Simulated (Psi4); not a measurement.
Pair of molecules, SMILES P with SMILES [AsH3] (the first has 4 atoms); geometry from B3LYP-D3(BJ)/def2-TZVP, rigid monomers moved along the line of their centres of mass till P1···As5 is 3.28 Å.
(charge 0, multiplicity 1):
```xyz
8

P     -0.55176     0.17664     0.27430
H      0.71621    -0.45639     0.25560
H     -1.26417    -1.04837     0.24527
H     -0.59407     0.34278    -1.13507
As    -0.45908    -0.20758     3.52750
H     -1.82281     0.46991     3.56538
H      0.27454     1.12604     3.58597
H     -0.42396    -0.36796     5.04574
```

The numbers are results of SAPT0/aug-cc-pVDZ (Psi4), not measurements.

### Question
Give the four SAPT terms and the total, and say what mostly holds the pair together.

### Answer
electrostatics -23.6, exchange 46.3, induction -8.2, dispersion -17.6, total -3.1 kJ/mol; the largest attraction is electrostatics.
